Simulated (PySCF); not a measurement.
## Structure from 2D NMR

Compound of formula C4H9FO3Si. Correlations simulated from computed shifts and the bond graph:

HSQC (one-bond C–H):
| δH | δC |
| --- | --- |
| 5.76 | 107.5 |
| 4.40 | 64.0 |
| 4.24 | 87.7 |
| 4.21 | 64.0 |

COSY cross peaks (H two or three bonds apart, from the bond graph; peaks can be absent where the dihedral angle is near 90°):
| δH | δH |
| --- | --- |
| 4.40 | 4.24 |
| 4.40 | 4.21 |
| 4.24 | 4.21 |

HMBC (two and three bonds, from the bond graph):
| δH | δC |
| --- | --- |
| 5.76 | 64.0 |
| 4.88 | 107.5 |
| 4.40 | 107.5, 87.7, 64.0 |
| 4.24 | 64.0 |
| 4.21 | 107.5, 87.7, 64.0 |

[PySCF 2.14: shieldings: GIAO PBE0/pcSseg-1; GFN2-xTB geometry; fast rotation and ring inversion assumed for equivalent nuclei; non-relativistic; one computed conformer; gas phase]

δ = σ(ref) − σ, references computed at the same level: 1H (σref 31.72), 13C (σref 186.93) against TMS.

Exchangeable hydrogens are left out of these lists.

**Question.** Assemble the structure.

**Answer.** `O([C@H]1OC[C@H](F)CO1)[SiH3]`.

Structure with atom numbers: `[F:1][C@H:2]1[CH2:3][O:4][C@H:5]([O:6][SiH3:7])[O:8][CH2:9]1` (H(Xn): hydrogen on atom n). Ha(C3), Ha(C9) are cis to F1 on the ring; Hb(C3), Hb(C9) are trans to F1 on the ring.

1. δC 107.5 is C5, an sp3 carbon bearing two oxygens (δH 5.76).
2. δC 87.7 is C2, an sp3 CH bonded to F (δH 4.24).
3. δC 64.0 is C3/C9, an sp3 CH2 bonded to O (δH 4.40, 4.21).
4. COSY links 4.40–4.24, 4.40–4.21, 4.24–4.21.

The data come from this structure; uniqueness wasn't tested.

Shifts are as computed. Against solution values, carbons near 30 ppm lie about +3 ppm off and those near 130 ppm about +5 ppm. Of 1309 compounds with measured shifts, 239 miss one by over three times the rms of a fit or turn the order of signals round; such compounds aren't used in these exercises.
